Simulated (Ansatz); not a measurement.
Total energies of the cluster Al₃Ni (the lowest doublet isomer of a short search) from Ansatz at r2SCAN-D4/def2-TZVP, gas phase (1 Eh = 27.2114 eV = 2625.5 kJ/mol). The reference geometry is relaxed at r2SCAN-D4/def2-SVP.

Cartesian coordinates in Å:
```
Ni 0.1053 -0.8788 0.8113
Al 0.6821 1.2582 0.6832
Al 0.7752 -0.5379 -1.2747
Al -1.5627 0.1586 -0.2198
```

| state | geometry | energy (Eh) |
| --- | --- | --- |
| charge 0 doublet | reference | -2235.56456 |
| charge 1 singlet | reference | -2235.33460 |
| charge 0 quartet | relaxed at r2SCAN-D4/def2-SVP | -2235.51925 |
| free Ni atom (triplet) | – | -1508.25535 |
| free Al atom (doublet) | – | -242.33055 |

Work out the vertical ionisation energy to the singlet.

E(charge 1 singlet) − E(charge 0 doublet) = -2235.33460 − (-2235.56456) = 0.22996 Eh = 6.26 eV. For comparison, −ε of the highest occupied level of the spin that leaves is 4.12 eV at this level, 2.14 eV less.

Which of the charge 0 states is lowest, and how far above it are the others?

The doublet. quartet: -2235.51925 − (-2235.56456) = 0.04531 Eh = 119.0 kJ/mol.

What is the binding energy per atom against free atoms?

Atoms: 1 × (-1508.25535) + 3 × (-242.33055) = -2235.24700 Eh. Binding: -2235.24700 − (-2235.56456) = 0.31756 Eh = 8.64 eV, or 2.16 eV for each of 4 atoms (no zero-point energy, no counterpoise term).

The structure comes from a short search, and lower isomers may exist.
